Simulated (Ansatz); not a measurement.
One change: `[GeH3][CH]1O[SiH2]O1` becomes `C1O[SiH2]O1`.

Ansatz, PBE0-D4/def2-TZVP geometries, multiplicity 1. 

Scalar relativity is left out up to krypton.

```tsv
property	`[GeH3][CH]1O[SiH2]O1`
size of the dipole moment (PBE/def2-TZVPP) / D	0.58
LUMO energy (PBE/def2-TZVPP) / eV	-1.60
LUMO energy (B3LYP/def2-TZVPP) / eV	-0.89
HOMO–LUMO gap (PBE/def2-TZVPP) / eV	4.44
HOMO energy (PBE/def2-TZVPP) / eV	-6.03
HOMO energy (PBE0/def2-TZVPP) / eV	-7.36
```

Problem. Give the same properties after the change, and the shifts. (Estimate.)

Solution. The calculation gave: 
| property | `C1O[SiH2]O1` | shift |
| --- | --- | --- |
| size of the dipole moment (PBE/def2-TZVPP) / D | 0.27 | -0.31 |
| LUMO energy (PBE/def2-TZVPP) / eV | -1.48 | 0.12 |
| LUMO energy (B3LYP/def2-TZVPP) / eV | -0.78 | 0.11 |
| HOMO–LUMO gap (PBE/def2-TZVPP) / eV | 5.04 | 0.60 |
| HOMO energy (PBE/def2-TZVPP) / eV | -6.51 | -0.48 |
| HOMO energy (PBE0/def2-TZVPP) / eV | -8.01 | -0.65 |

With PBE0 the HOMO falls by 0.65 eV and the LUMO rises by 0.12 eV, so the gap widens by about 0.77 eV. PBE moves the HOMO by -0.48 eV and ωB97M-V by -0.75 eV. Dipoles are sizes alone; their direction can turn.

B3LYP here is the variant with VWN-RPA as its local correlation; programs differ in this.
